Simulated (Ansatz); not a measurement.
The same redistribution along the group B, Ga, In.

Gas-phase electronic energies from Ansatz, PBE0-D4/def2-TZVP geometries. CCSD(T)/CBS is the MP2 limit (def2-TZVPP, def2-QZVPP) plus CCSD(T) − MP2 in def2-TZVPP, frozen cores. Elements past krypton have def2 core potentials. For Ga, In, Sn outer-core shells are correlated without core-valence functions, which leaves a few kJ/mol of doubt a bond. Scalar relativity is left out up to krypton. One conformer a species, not always the lowest.

| reaction | CCSD(T)/CBS(def2) (kJ/mol) |
| --- | --- |
| `CBCF` + `O[CH2][SnH3]` → `CBCO` + `F[CH2][SnH3]` | 3 |
| `[CH3][GaH][CH2]F` + `O[CH2][SnH3]` → `[CH3][GaH][CH2]O` + `F[CH2][SnH3]` | 5 |
| `[CH3][InH][CH2]F` + `O[CH2][SnH3]` → `[CH3][InH][CH2]O` + `F[CH2][SnH3]` | ? |

Task: Fill in the missing values. (An estimate is asked.)

Result: Ansatz gave: `[CH3][InH][CH2]F` + `O[CH2][SnH3]` → `[CH3][InH][CH2]O` + `F[CH2][SnH3]`: +5.3 kJ/mol.

Largest T1 diagnostic: 0.013, for `F[CH2][SnH3]`.
